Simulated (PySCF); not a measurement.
## State search for SiSn

Unrestricted PBE0; PySCF, scalar-relativistic core potentials, basis sets Si cc-pV(D+d)Z, Sn cc-pVDZ-PP with ECP28. Outer shells of the fragments: Si 3s2 3p2; Sn 4d10 5s2 5p2.

Followed along the bond (rough minima from three points):

```csv
2Ms+1,unpaired,⟨S²⟩ at the start,R at minimum (Å),Te (eV)
3,π ↑↑,2.00,2.53,0.00
1,π ↑↓,1.01,2.53,0.20
3,"σ ↑, π ↑",2.01,2.41,0.23
1,"σ ↓, π ↑",1.02,2.41,0.40
1,none,0.00,2.55,0.79
```

Solutions found at the starting distance of 2.465 Å, counted from the lowest of them; the search is not exhaustive and high or unbound solutions are not listed, so other states can lie among these:

| 2Ms+1 | unpaired | term | E (eV) | ⟨S²⟩ | ⟨Lz²⟩ | μ (D) |
| --- | --- | --- | --- | --- | --- | --- |
| 3 | π ↑↑ | ³Σ⁻ | 0.00 | 2.00 | 0.00 | 0.98 |
| 1 | π ↑↓ | mixed | 0.20 | 1.01 | 2.01 | 0.94 |
| 3 | σ ↑, π ↑ | ³Π | 0.23 | 2.01 | 1.00 | 1.07 |
| 1 | σ ↓, π ↑ | mixed | 0.40 | 1.02 | 1.01 | 1.06 |
| 1 | none | mixed | 0.82 | 0.00 | 2.00 | 0.79 |
| 5 | σ ↑, π ↑↑↑ | ⁵Π | 1.22 | 6.00 | 1.00 | 0.63 |

A term symbol is given only where ⟨S²⟩ and ⟨Lz²⟩ are close to those of a pure state; real π, δ and φ orbitals otherwise mix terms. A positive dipole means Si(−)Sn(+).

Spin–orbit coupling is left out.
